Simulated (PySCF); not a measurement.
## Computed structure and properties of [Dy(NH3)]3+

System: [Dy(NH3)]3+ (singlet in the valence; each metal's 4f electrons, 9 of them, lie in its core potential, out of spins and levels); start: template (C3v). Method: PySCF 2.14.0, RKS PBE, Dy lcecp-1-SVP with ECP55, N def2-SVP, H def2-SVP; non-relativistic Hamiltonian with scalar-relativistic core potentials where named; density fitting; no spin-orbit coupling.

Input of the relaxation:

```python
mol = gto.M(atom='''
Dy     0.00000     0.00000    -0.24259
N     -0.00000    -0.00000     2.26491
H      0.93916     0.00004     2.66291
H     -0.46961     0.81332     2.66291
H     -0.46955    -0.81335     2.66291''',
    basis={'Dy': 'lcecp-1-SVP', 'N': 'def2-SVP', 'H': 'def2-SVP'},
    ecp={'Dy': 'lcecp-1-SVP'},
    charge=3, spin=0)
mf = dft.RKS(mol, xc='PBE')
mf.grids.atom_grid = (50, 194)  # f atoms: unpruned, at least (60, 302)
mf = mf.density_fit()  # fitting sets: Dy AutoAux, N def2-universal-JKFIT, H def2-universal-JKFIT
mf.conv_tol = 1e-08; mf.max_cycle = 55
mf.kernel(dm0)  # dm0: converged density of the start geometry
# quasi-Newton relaxation in Cartesian coordinates to a largest gradient under 0.00045 Eh/bohr, steps kept in the point group
```

Run from Python with OMP_NUM_THREADS=2; the lines above give its settings. Where DIIS fails, smearing, a level shift and second-order steps follow.
It took 36 s on 2 threads of Intel(R) Xeon(R) Processor @ 2.50GHz (Skylake/Cascade Lake), with other jobs on the host, from the converged density of the start.

Course of the relaxation:

| step | energy above end (eV) | largest force component within the symmetry (eV/Å) |
| --- | --- | --- |
| 0 | 0.1876 | 2.814 |
| 1 | 0.0709 | 1.202 |
| 2 | 0.0230 | 0.558 |
| 3 | 0.0060 | 0.392 |
| 4 | 0.0011 | 0.226 |
| 5 | 0.0000 | 0.016 |
| 6 | 0.0000 | 0.006 |

Relaxed geometry (C3v):

```xyz
5

Dy    0.0000    0.0000   -0.1313
N     0.0000    0.0000    2.1873
H     0.9517    0.0000    2.6517
H    -0.4759    0.8241    2.6517
H    -0.4758   -0.8242    2.6517
```

```json
{"contact": "Dy1–N2 (NH3)", "Å": "2.319"}
```

On the finer grid (75, 302):

```yaml
HOMO: -26.50 eV
LUMO: -21.48 eV
Dipole_about_the_centre_of_mass: 4.36 D
Set_of_Mulliken_populations_of_Dy1_outside_the_core_potential: s 2.11, p 6.05, d 0.42, f 0.01
D3_BJ_dispersion_energy_not_in_the_energies: -0.096 eV
```

| atom | Mulliken (e) | Löwdin (e) | spin (e) |
| --- | --- | --- | --- |
| Dy1 | 2.41 | 2.34 | 0.00 |
| N2 | -0.31 | 0.03 | 0.00 |
| H3 | 0.30 | 0.21 | 0.00 |
| H4 | 0.30 | 0.21 | 0.00 |
| H5 | 0.30 | 0.21 | 0.00 |

The 4f levels lie in the core potential and are missing. Their spin isn't counted.

On the grid (50, 194), as all that follows. Harmonic modes: a minimum; lowest 399 cm⁻¹ (negative: unstable), highest 3156 cm⁻¹, zero-point energy 0.966 eV.

Taking off one NH3 (charge 0, singlet; the rest: singlet) in vacuum, both parts rigid, costs 6.04 eV; the small basis without counterpoise inflates it. Parting with an electron moved from the ligand to the metal can be far cheaper, even downhill.

Rigid scan of NH3 along the line from its metal:

```tsv
distance to N2 (Å)	energy (eV)
2.02	0.633
2.12	0.242
2.22	0.052
2.32	0.000
2.42	0.040
2.52	0.141
2.72	0.439
```

One start shape was tried, so this needn't be the lowest isomer.

An lcecp potential fixes the number of 4f electrons, so in runs with it no electron can move into or out of that shell.
